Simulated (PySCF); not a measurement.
Working out the excitation energy of F⁺

F⁺ [He] 2s2 2p4 (3P) → F⁺ [He] 2s1 2p4 3s1 (5P). Computed with PySCF 2.14 in aug-cc-pCVTZ-DK (7s6p4d2f, 59 functions), with scalar relativity by spin-free X2C-1e. Frozen: nothing. Energies in hartree (1 hartree = 27.21139 eV):

```
             part  F⁺ (lower)  F⁺ (upper)
              UHF  -98.918420  -97.460875
MP2 opposite-spin   -0.160695   -0.126302
    MP2 same-spin   -0.043817   -0.043467
```

What does Hartree-Fock give?

(-97.460875) − (-98.918420) = 1.457545 hartree = 39.662 eV.

What do MP2 and SCS-MP2 (6/5 opposite-spin, 1/3 same-spin) give?

The opposite-spin parts differ by 0.936 eV and the same-spin parts by 0.010 eV. MP2: 39.662 + (0.936) + (0.010) = 40.608 eV. SCS-MP2: 39.662 + 1.2 × (0.936) + (0.010)/3 = 40.789 eV.

The upper state lies above the first ionisation limit, where it may autoionise and the basis confines it. A Rydberg-like electron needs more diffuse functions than a valence basis has.
